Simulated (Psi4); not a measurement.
C$_{5}$H$_{9}$Br (SMILES C[C@@H]1CC[C@H]1Br), singlet, geometry from GFN2-xTB; PBE/def2-TZVPP (Psi4 1.11).

Here is a job for Psi4.
```
memory 2 GB

molecule mol {
0 1
  C    -2.387032   -1.154519   -0.022824
  C    -0.914040   -1.110451   -0.377848
  C    -0.049114   -2.338858   -0.027465
  C     1.021308   -1.402614    0.556359
  C    -0.009915   -0.274324    0.536987
  Br    0.586538    1.453958   -0.158086
  H    -2.522981   -1.440274    1.018693
  H    -2.843185   -0.178591   -0.177132
  H    -2.902457   -1.878909   -0.649431
  H    -0.791385   -0.825686   -1.424559
  H    -0.515267   -2.966439    0.729302
  H     0.262994   -2.958383   -0.864276
  H     1.844544   -1.229257   -0.133764
  H     1.425152   -1.661070    1.533314
  H    -0.453491   -0.065331    1.509606
}

set basis def2-tzvpp
set reference rks

energy('pbe')
print_variables()
```

Output, abridged:

```
   => Loading Basis Set <=

    Name: DEF2-TZVPP
    Role: ORBITAL
    Keyword: BASIS

         ---------------------------------------------------------
                                   SCF
               by Justin Turney, Rob Parrish, Andy Simmonett
                          and Daniel G. A. Smith
                              RKS Reference
         ---------------------------------------------------------

  ==> Geometry <==

    Molecular point group: c1
    Full point group: C1

    Geometry (in Angstrom), charge = 0, multiplicity = 1:

       Center              X                  Y                   Z               Mass
    ------------   -----------------  -----------------  -----------------  -----------------
         C           -2.465931097926    -1.330664097338    -0.002960606364    12.000000000000
         C           -0.992939097926    -1.286596097338    -0.357984606364    12.000000000000
         C           -0.128013097926    -2.515003097338    -0.007601606364    12.000000000000
         C            0.942408902074    -1.578759097338     0.576222393636    12.000000000000
         C           -0.088814097926    -0.450469097338     0.556850393636    12.000000000000
         BR           0.507638902074     1.277812902662    -0.138222606364    78.918337600000
         H           -2.601880097926    -1.616419097338     1.038556393636     1.007825032230
         H           -2.922084097926    -0.354736097338    -0.157268606364     1.007825032230
         H           -2.981356097926    -2.055054097338    -0.629567606364     1.007825032230
         H           -0.870284097926    -1.001831097338    -1.404695606364     1.007825032230
         H           -0.594166097926    -3.142584097338     0.749165393636     1.007825032230
         H            0.184094902074    -3.134528097338    -0.844412606364     1.007825032230
         H            1.765644902074    -1.405402097338    -0.113900606364     1.007825032230
         H            1.346252902074    -1.837215097338     1.553177393636     1.007825032230
         H           -0.532390097926    -0.241476097338     1.529469393636     1.007825032230

  Running in c1 symmetry.

  Rotational constants: A =      0.14277  B =      0.04471  C =      0.03645 [cm^-1]
  Rotational constants: A =   4280.14582  B =   1340.50259  C =   1092.80782 [MHz]
  Nuclear repulsion =  410.636470218723332

  Charge       = 0
  Multiplicity = 1
  Electrons    = 74
  Nalpha       = 37
  Nbeta        = 37

  ==> Algorithm <==

  SCF Algorithm Type is DF.
  DIIS enabled.
  MOM disabled.
  Fractional occupation disabled.
  Guess Type is SAD.
  Energy threshold   = 1.00e-06
  Density threshold  = 1.00e-06
  Integral threshold = 1.00e-12

  ==> Primary Basis <==

  Basis Set: DEF2-TZVPP
    Blend: DEF2-TZVPP
    Number of shells: 125
    Number of basis functions: 329
    Number of Cartesian functions: 370
    Spherical Harmonics?: true
    Max angular momentum: 3

  ==> DFT Potential <==

   => LibXC <=

    Version 7.1.2
    S. Lehtola, C. Steigemann, M. J. T. Oliveira, and M. A. L. Marques,  SoftwareX 7, 1–5 (2018) (10.1016/j.softx.2017.11.002)

   => Composite Functional: PBE <=

    PBE GGA Exchange-Correlation Functional

    J.P. Perdew et. al., Phys. Rev. Lett., 77(18), 3865-3868, 1996

    Deriv               =              1
    GGA                 =           TRUE
    Meta                =          FALSE

    Exchange Hybrid     =          FALSE
    MP2 Hybrid          =          FALSE

   => Exchange Functionals <=

    1.0000     XC_GGA_X_PBE

   => Correlation Functionals <=

    1.0000     XC_GGA_C_PBE

   => LibXC Density Thresholds  <==

    XC_GGA_C_PBE:  1.00E-12
    XC_GGA_X_PBE:  1.00E-15

   => Molecular Quadrature <=

    Radial Scheme          =       TREUTLER
    Pruning Scheme         =           NONE
    Nuclear Scheme         =       TREUTLER

    Blocking Scheme        =         OCTREE
    BS radius alpha        =              1
    Pruning alpha          =              1
    Radial Points          =             75
    Spherical Points       =            302
    Total Points           =         315876
    Total Blocks           =           2381
    Max Points             =            256
    Max Functions          =            311
    Weights Tolerance      =       1.00E-15

   => Loading Basis Set <=

    Name: (DEF2-TZVPP AUX)
    Role: JKFIT
    Keyword: DF_BASIS_SCF

  ==> Integral Setup <==

  SCF_SUBTYPE=INCORE selected. In-core MEM_DF algorithm will be used.
  Using in-core AOs.

  ==> MemDFJK: Density-Fitted J/K Matrices <==

    J tasked:                   Yes
    K tasked:                    No
    wK tasked:                   No
    Algorithm:                 Core
    Schwarz Cutoff:           1E-12
    Mask sparsity (%):       5.0757
    Fitting Condition:        1E-10

   => Auxiliary Basis Set <=

  Basis Set: (DEF2-TZVPP AUX)
    Blend: DEF2-UNIVERSAL-JKFIT
    Number of shells: 239
    Number of basis functions: 803
    Number of Cartesian functions: 996
    Spherical Harmonics?: true
    Max angular momentum: 5

  Minimum eigenvalue in the overlap matrix is 2.4715662810E-05.
  Reciprocal condition number of the overlap matrix is 2.3081605113E-06.
    Using symmetric orthogonalization.

  ==> Pre-Iterations <==

  SCF Guess: Superposition of Atomic Densities via on-the-fly atomic UHF (no occupation information).

   -------------------------
    Irrep   Nso     Nmo
   -------------------------
     A        329     329
   -------------------------
    Total     329     329
   -------------------------

  ==> Iterations <==

                           Total Energy        Delta E     RMS |[F,P]|

   @DF-RKS iter SAD: -2767.76860685603151   -2.76777e+03   0.00000e+00
   @DF-RKS iter   1: -2768.27946216305872   -5.10855e-01   6.13143e-03 DIIS/ADIIS
   @DF-RKS iter   2: -2765.11159937903449    3.16786e+00   9.28078e-03 DIIS/ADIIS
   @DF-RKS iter   3: -2769.22368991197800   -4.11209e+00   2.44637e-03 DIIS/ADIIS
   @DF-RKS iter   4: -2769.45195107121253   -2.28261e-01   9.23102e-04 DIIS/ADIIS
   @DF-RKS iter   5: -2769.48712892827689   -3.51779e-02   4.26761e-04 DIIS/ADIIS
   @DF-RKS iter   6: -2769.49652713090654   -9.39820e-03   9.12953e-05 DIIS
   @DF-RKS iter   7: -2769.49692054232128   -3.93411e-04   2.82578e-05 DIIS
   @DF-RKS iter   8: -2769.49696427314393   -4.37308e-05   5.29402e-06 DIIS
   @DF-RKS iter   9: -2769.49696549847204   -1.22533e-06   1.71548e-06 DIIS
   @DF-RKS iter  10: -2769.49696567801220   -1.79540e-07   3.27706e-07 DIIS
  Energy and wave function converged.

  ==> Post-Iterations <==

   Electrons on quadrature grid:
      Ntotal   =   73.9999092702 ; deviation = -9.073e-05

    Orbital Energies [Eh]
    ---------------------

    Doubly Occupied:

[...]
      37A     -0.233946

    Virtual:

[...]
     329A     23.450738

    Final Occupation by Irrep:
              A
    DOCC [    37 ]
    NA   [    37 ]
    NB   [    37 ]

  @DF-RKS Final Energy: -2769.49696567801220

   => Energetics <=

    Nuclear Repulsion Energy =            410.6364702187233320
    One-Electron Energy =               -4661.6737282552194301
    Two-Electron Energy =                1602.7409014620050129
    DFT Exchange-Correlation Energy =    -121.2006091035209749
    Empirical Dispersion Energy =           0.0000000000000000
    VV10 Nonlocal Energy =                  0.0000000000000000
    Total Energy =                      -2769.4969656780122023

Computation Completed

Properties will be evaluated at   0.000000,   0.000000,   0.000000 [a0]

Properties computed using the SCF density matrix

 Multipole Moments:

 ------------------------------------------------------------------------------------
     Multipole            Electronic (a.u.)      Nuclear  (a.u.)        Total (a.u.)
 ------------------------------------------------------------------------------------

 L = 1.  Multiply by 2.5417464519 to convert [e a0] to [Debye]
 Dipole X            :         10.7491761          -11.0332364           -0.2840602
 Dipole Y            :         23.7897437          -24.6320948           -0.8423511
 Dipole Z            :         -2.6119073            2.7776860            0.1657787
 Magnitude           :                                                    0.9042833

 ------------------------------------------------------------------------------------

  Variable Map:
  ----------------------------------------------------------------------------
[...]
  Array Variable Map:
  ----------------------------------------------------------------------------
[...]
[...]
```
